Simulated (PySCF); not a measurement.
C₁₀H₇FS, SMILES Fc1csc(-c2ccccc2)c1.

The structure is a stationary point at B3LYP-D3(BJ)/def2-SVP. Other conformers were not sampled.

Vertical ionisation energy (IE) and electron affinity (EA) in eV. Rows of orbital energies are one-electron estimates. Where ΔSCF, EOM or ADC give a negative EA the extra electron is unbound and the value depends on the basis.

```
level                                       IE     EA
----------------------------------------  ----  -----
−ε(HOMO), −ε(LUMO), HF/def2-SVP (PySCF)   8.20  -1.93
−ε(HOMO), −ε(LUMO), PBE/def2-SVP (PySCF)  5.36   2.08
```
